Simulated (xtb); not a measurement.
Cd(I)(OMe) (CH3CdIO), SMILES [I][Cd][O]C. All values are semi-empirical tight-binding results from xtb (GFN2-xTB unless named), good for trends rather than for accurate numbers. Coordinates come from a GFN2-xTB optimisation. The structure was generated by enumeration; whether it is a known compound was not checked. The values are those of a single conformer.

Optimised geometry:

Bond lengths (Å): Cd1–I2 2.627, Cd1–O3 1.963, O3–C4 1.399, C4–H5 1.098, C4–H6 1.096, C4–H7 1.098. Angles (°): I2–Cd1–O3 115.6, Cd1–O3–C4 130.6, O3–C4–H5 112.3, O3–C4–H6 106.6, O3–C4–H7 112.4, H5–C4–H6 108.1, H5–C4–H7 109.2, H6–C4–H7 108.1.

For metal compounds this method's bond lengths and energies can be far off.

- point group as xtb finds it: Cs
- orbital gap: 2.87 eV
- zero-point energy: 24.8 kcal/mol
- G − E(el) at 298.15 K (modified RRHO): 3.3 kcal/mol

Computed atomic charges and the Wiberg bond orders between heavy atoms:
charges (e) Cd1 0.38, I2 -0.11, O3 -0.44, C4 0.06, H5 0.03, H6 0.05, H7 0.03. Bond orders Cd1–I2 1.06, Cd1–O3 0.83, O3–C4 1.02.
